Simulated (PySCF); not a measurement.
Computed with delta-SCF UKS SCAN, pcX-2 on the ionised atom, pcseg-1 elsewhere, spin-free X2C in PySCF 2.14.0. Geometries: PBE0-D3(BJ)/def2-SVP; isolated species, one conformer each. Kα1 is taken as the energy difference of the 1s-hole and 2p3/2-hole states at the ground state's geometry. The 2p values add to the ΔSCF energy of one spin-free hole a correction within the shell (spin–orbit coupling, ligand field).

```json
{"site": "Si3 in `[CH3:1][SiH2:2][SiH3:3]`", "Si 2p3/2 (eV)": "106.41"}
{"site": "silicon in `[SiH]1(CCC1)F`", "Si 2p3/2 (eV)": "107.50"}
{"site": "silicon in `[SiH2]1[C@H](CC1)F`", "Si 2p3/2 (eV)": "106.69"}
```

What are the Si 1s binding energies, and the Kα1 emission energies that follow?

```json
{"site": "Si3 in `[CH3:1][SiH2:2][SiH3:3]`", "bonded to": "3 H and Si", "1s (eV)": "1846.12", "2p3/2 (eV)": "106.41", "Kα1 = 1s − 2p3/2 (eV)": "1739.71"}
{"site": "silicon in `[SiH2]1[C@H](CC1)F`", "bonded to": "2 C and 2 H", "1s (eV)": "1846.42", "2p3/2 (eV)": "106.69", "Kα1 = 1s − 2p3/2 (eV)": "1739.73"}
{"site": "silicon in `[SiH]1(CCC1)F`", "bonded to": "F, 2 C and H", "1s (eV)": "1847.42", "2p3/2 (eV)": "107.50", "Kα1 = 1s − 2p3/2 (eV)": "1739.92"}
```

Ranges: 1s 1.30 eV, 2p3/2 1.09 eV, Kα1 0.21 eV. A straight-line fit of 1s on 2p3/2 has slope 1.20.
